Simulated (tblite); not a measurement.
A tight-binding relaxation on `CC(C)(N[SiH3])[SiH2][SiH2]F`.

Computed with GFN2-xTB geometry optimisation, gas phase (tblite 0.8.0). Start geometry: from a force field or distance geometry. The command runs a driver script over a list of jobs; the input below is this job's line of settings and its coordinates in Å.

Command:
```bash
OMP_NUM_THREADS=1 python probes_run.py task.json out
```

Input:
```
{"job": {"kind": "relax", "xc": "GFN2-xTB", "basis": "xTB"}, "charge": 0, "multiplicity": 1}
C     -0.164300    -1.936300    -0.095700
C     -0.412100    -0.418900    -0.155800
C     -1.401900    -0.233800    -1.285600
N     -1.060600    -0.017700     1.052800
Si    -1.424000     1.700700     1.207400
Si     1.090100     0.534500    -0.596100
Si     2.920800    -0.078900     0.508800
F      4.213800     0.112300    -0.561300
H      0.296400    -2.210100    -1.070400
H      0.404000    -2.250400     0.788200
H     -1.197600    -2.414700    -0.112900
H     -1.745300     0.825000    -1.333000
H     -2.244400    -0.959200    -1.235800
H     -0.800400    -0.456200    -2.215700
H     -1.990700    -0.526800     1.090600
H     -2.797600     1.843800     1.768400
H     -0.512500     2.335200     2.193100
H     -1.382400     2.398800    -0.091100
H      1.319300     0.359100    -2.038700
H      0.853500     1.988500    -0.416800
H      3.133900     0.886900     1.607600
H      2.891700    -1.462500     0.991500
```

Output:
```
step      E/eV     max force
  0    -719.75900    2.294
  1    -720.09838    1.015
  2    -720.21239    0.706
  3    -720.27015    0.625
  4    -720.36773    0.560
  5    -720.42444    0.600
  6    -720.48667    0.573
  7    -720.53715    0.667
  8    -720.57677    0.455
  9    -720.59768    0.318
... (148 lines left out)
158    -720.83481    0.017
159    -720.83486    0.021
160    -720.83493    0.018
161    -720.83501    0.018
162    -720.83506    0.020
163    -720.83512    0.016
164    -720.83517    0.017
165    -720.83521    0.014
166    -720.83524    0.010
167    -720.83526    0.009
```

«max force» is the largest atomic force in eV/Å.

Task: From which step on does the largest force stay under 0.1 eV/Å, and how much energy is left to gain from there?

Result: From step 87 (0.076 eV/Å), 15.4 meV above the end.

In short: energy lowered by 24.8 kcal/mol over 167 steps; largest atomic force 0.009 eV/Å at the end.

Task: Where do the atoms end?

Result: 0.696 Å rms from the input after alignment:
```
atom  x, y, z in Å
C1    -0.3239   -1.9579   -0.3227
C2    -0.4841   -0.4392   -0.4226
C3    -1.5165   -0.1241   -1.5060
N4    -0.9302    0.0399    0.8827
Si5   -1.2119    1.6721    1.3419
Si6    1.2183    0.3397   -0.8702
Si7    2.6618    0.1331    0.9103
F8     4.0704    0.7542    0.4099
H9     0.0625   -2.3670   -1.2532
H10    0.3594   -2.2194    0.4835
H11   -1.2865   -2.4316   -0.1196
H12   -1.6396    0.9510   -1.6086
H13   -2.4860   -0.5550   -1.2517
H14   -1.1989   -0.5291   -2.4640
H15   -1.5999   -0.6099    1.2769
H16   -1.6243    1.5642    2.7409
H17    0.0552    2.3895    1.1816
H18   -2.2520    2.4002    0.5940
H19    1.6664   -0.3796   -2.0818
H20    0.9959    1.7180   -1.3399
H21    2.3977    0.8950    2.1262
H22    3.0557   -1.2246    1.2915
```

Task: How long does this job take on one thread of an Arm Neoverse V1, shared host?

Result: About 1.7 s.
Labels such as C1 count atoms from 1, the log's own numbers from 0.
